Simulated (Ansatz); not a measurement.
System: sum formula TaO4H3, charge 1, multiplicity 2. The spin state was set by rule; other spins were not relaxed. 
Coordinates optimised at B3LYP-D3(BJ)/def2-TZVP (Ansatz, a quantum-chemistry and plane-wave program):
```xyz
8

Ta    -0.0017    -0.0019     0.0016
O      1.2378     0.9168    -1.1231
O      1.0518    -0.8415     1.2503
H      1.4216    -1.3371     1.9902
O     -0.9179    -1.1111    -1.1405
H     -1.5111    -1.7384    -1.5696
O     -1.1358     1.1987     0.8006
H     -1.6720     1.9119     1.1619
```
Charge +1, spin multiplicity 2.

Total electronic energies in hartree. Valence correlation only, unless marked. UHF or UKS for open shells. Spin-orbit coupling is left out. The frozen core is the preceding noble-gas configuration, with the filled d and f shells of earlier blocks. In def2 rows, elements after Kr have scalar-relativistic effective core potentials. CBS(X,Y): correlation extrapolated as X^-3; Hartree-Fock from the larger set. [CCSD(T)-MP2]/basis is that difference in the basis named.

```tsv
level	program	energy (Eh)
HF/def2-SVPD	Ansatz	-357.28247
PBE-D3(BJ)/def2-TZVPD	Ansatz + dftd3	(withheld)
r2SCAN0-D4/def2-TZVPD	Ansatz + dftd4	-359.53143
CAM-B3LYP-D4/def2-TZVPD	Ansatz + dftd4	-359.61161
CAM-B3LYP/def2-TZVPD	Ansatz	-359.60719
B2GP-PLYP-D4/def2-TZVPD	Ansatz + dftd4	(withheld)
RI-MP2/def2-TZVPPD	Ansatz	-358.74813
CCSD/def2-SVPD	Ansatz	-358.17605
RI-MP2/CBS(def2-TZVPPD,def2-QZVPPD)+[CCSD(T)-MP2]/def2-TZVPPD	Ansatz	-358.9419
```

Some entries are withheld; supply them.


- PBE-D3(BJ)/def2-TZVPD, energy (Eh): -359.48019
- B2GP-PLYP-D4/def2-TZVPD, energy (Eh): -359.27594
